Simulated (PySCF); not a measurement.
Radial density of C (carbon, neutral)

UHF, [He] 2s1 2p2 3d1, one real determinant (an excited configuration). Calculation: PySCF 2.14, in aug-cc-pCVTZ-DK (7s6p4d2f, 59 functions); scalar relativity by spin-free X2C-1e.

```
r (bohr)  4πr²ρ (e/bohr)  4πr²(ρα − ρβ)
 0.00499         0.03802         0.0011
 0.00839          0.1031         0.0028
  0.0141          0.2689         0.0074
  0.0238          0.6749         0.0186
  0.0399           1.568         0.0428
  0.0672           3.208         0.0860
   0.113           5.288         0.1370
   0.190           6.141         0.1578
   0.320           4.115         0.2037
   0.538           1.723         0.7285
   0.905           1.849         1.7956
    1.52           1.685         1.6844
    2.56          0.5695         0.5695
    4.31          0.3509         0.3509
    7.24        0.008807         0.0088
```

Densities and radii are taken from the X2C orbitals without a picture-change correction, which distorts them close to the nucleus.

⟨L²⟩ = 8.00 against 12 for a pure F term, so this real determinant mixes terms. The outer electron is Rydberg-like, and this basis confines it to a smaller radius and binds it less than a complete one would. At UHF the highest occupied level has a positive energy, so only the finite basis holds that electron; for this excited configuration the basis is too tight for the outer shell.
